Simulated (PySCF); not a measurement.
## Working out the excitation energy of Ru

Ru [Kr] 4d7 5s1 (5F) → Ru [Kr] 4d6 5s2 (5D). Calculation: PySCF 2.14, in aug-cc-pVDZ-PP with ECP28MDF (5s5p4d2f, 54 functions); scalar relativity through the core potential. Frozen: 4s2 4p6. Energies in hartree (1 hartree = 27.21139 eV):

| part | Ru (lower) | Ru (upper) |
| --- | --- | --- |
| UHF | -93.812410 | -93.787809 |
| MP2 opposite-spin | -0.084047 | -0.081818 |
| MP2 same-spin | -0.069282 | -0.065622 |

Question: What does Hartree-Fock give?

Answer: (-93.787809) − (-93.812410) = 0.024601 hartree = 0.669 eV.

Question: What do MP2 and SCS-MP2 (6/5 opposite-spin, 1/3 same-spin) give?

Answer: The opposite-spin parts differ by 0.061 eV and the same-spin parts by 0.100 eV. MP2: 0.669 + (0.061) + (0.100) = 0.830 eV. SCS-MP2: 0.669 + 1.2 × (0.061) + (0.100)/3 = 0.776 eV.

Measured between the centres of the two terms (NIST): 0.867 eV, so MP2 (valence) is off by -0.037 eV.

A double-zeta basis recovers only part of the correlation energy.

What remains against the reference includes basis incompleteness, the frozen core and correlation beyond second order.
